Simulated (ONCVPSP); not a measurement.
Before and after: ONCV potential for lanthanum

| Item | Value |
| --- | --- |
| Element | La (Z = 57) |
| Generator | ONCVPSP 4.0.1 |
| Type | optimised norm-conserving Vanderbilt (ONCV) |
| Functional | LDA (Perdew-Wang 92) |
| Relativity | scalar-relativistic |
| Frozen core | [Kr] 4d10 |
| Valence charge | 11 |
| Reference configuration | 5s2 5p6 5d1 6s2 |
| Partial waves | 5s+6s: rc 2.25 bohr, ncon 4, nbas 8, qcut 4.8 1/bohr, 2 projectors; 5p: rc 2.05 bohr, ncon 4, nbas 7, qcut 4 1/bohr, 2 projectors, debl 3 Ha; 5d: rc 3.00 bohr, ncon 5, nbas 10, qcut 6.2 1/bohr, 2 projectors, debl 1.5 Ha; f scattering state at 0.17 Ha: rc 2.40 bohr, ncon 5, nbas 8, qcut 4.6 1/bohr, 2 projectors, debl 3.9 Ha |
| Local potential | polynomial inside 1.35 bohr (lpopt 5, dvloc0 0 Ha) |
| Core correction | polynomial model core, fcfact 0.15 |

In the f channel the program set the typed energies aside and used -0.169, 3.731 Ha.

All-electron outer shells of the reference configuration (LDA (PZ), scalar-relativistic, ld1.x):

```tsv
shell	level (eV)	outermost node (bohr)	outermost maximum (bohr)
5s	-39.06	0.77	1.41
5p	-22.48	0.83	1.58
6s	-3.82	1.86	3.74
5d	-3.21	0.95	2.24
```

Change: d: qcut 7.4.

Cutoffs: the cutoffs (Ha) at which the residual kinetic energy of the hardest occupied pseudo-wave falls to 1 and 0.1 mHa per electron; they do not see the model core or the augmentation charge, which bear on the density cutoff. Errors are all-electron minus pseudo energies relative to the spin-unpolarised reference configuration.

Task: What does the change do?

Result: The potential gets neither clearly harder nor softer (17 Ha and 33 Ha → 17 Ha and 33 Ha); both files keep a bound ghost (s); of the 4 tests that both files solve, the error grows in 1 and shrinks in 0 by more than 15 % and 0.3 meV (median size 3.0 → 4.6 meV).

```tsv
quantity	base	changed
cutoff, loose	17 Ha	17 Ha
cutoff, tight	33 Ha	33 Ha
loose cutoff by channel	s 8.9 Ha, p 17 Ha, d 5.7 Ha	s 8.9 Ha, p 17 Ha, d 12 Ha
bound ghosts	s	s
GHOST(+) flags under 300 eV	p at 125.2 eV	p at 125.2 eV
error for 5s2 5p6 5d1 6s1, meV [ΔE 6.16 eV]	-1.3	-1.3
error for 5s2 5p6 5d1 6s0, meV [ΔE 17.30 eV]	-4.8	-5.1
error for 5s2 5p6 5d0 6s0, meV [ΔE 36.40 eV]	+0.7	+4.1
error for 4f1 5s2 5p6 5d0 6s1, meV [ΔE 6.32 eV]	+963	+950
s: phases at 2.29 bohr within 0.05 rad from the reference energy up to (Ha; the scan ends near 5)	to the end of the scan	to the end of the scan
p: phases at 2.08 bohr within 0.05 rad from the reference energy up to (Ha; the scan ends near 5)	4.1	4.1
d: phases at 3.05 bohr within 0.05 rad from the reference energy up to (Ha; the scan ends near 5)	3.9	4.0
f: phases at 2.43 bohr within 0.05 rad from the reference energy up to (Ha; the scan ends near 5)	0.7	0.7
rms error of d²Exc/dni dnj with the model core, mHa	0.22	0.24
```

Base: The cutoffs count occupied waves only; projector 2 of the f channel, the hardest unoccupied one, needs 60 Ha at the loose tolerance. These tests converged, but a pseudo level misses the all-electron one widely, so the file describes the atom poorly there or has found another state: 4f1 5s2 5p6 5d0 6s1: 4f by 1.7 eV. Changed file: The cutoffs count occupied waves only; projector 2 of the f channel, the hardest unoccupied one, needs 60 Ha at the loose tolerance. These tests converged, but a pseudo level misses the all-electron one widely, so the file describes the atom poorly there or has found another state: 4f1 5s2 5p6 5d0 6s1: 4f by 1.7 eV. A true bound ghost makes a file unfit for plane-wave use even where its test errors are small: the radial tests pick states by their node count and pass the ghost by.
